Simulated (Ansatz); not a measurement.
Species: CH$_{4}$NO, SMILES `[NH3+]C=O` with one electron removed (charge 2, multiplicity 2).

### Question
Give a relaxed geometry from B3LYP-D3(BJ)/def2-TZVP run with Ansatz (a program for electronic structure).

### Answer
the end point of this relaxation (outside a Z-matrix the atoms follow the SMILES, hydrogens last).
Bond lengths (Å): N1–C2 1.469, N1–H4 1.044, N1–H5 1.049, N1–H6 1.049, C2–O3 1.205, C2–H7 1.127. Bond angles (°): C2–N1–H4 113.0, C2–N1–H5 109.8, C2–N1–H6 109.8, H4–N1–H5 108.7, H4–N1–H6 108.7, H5–N1–H6 106.8, N1–C2–O3 121.2, N1–C2–H7 120.6, O3–C2–H7 118.2.
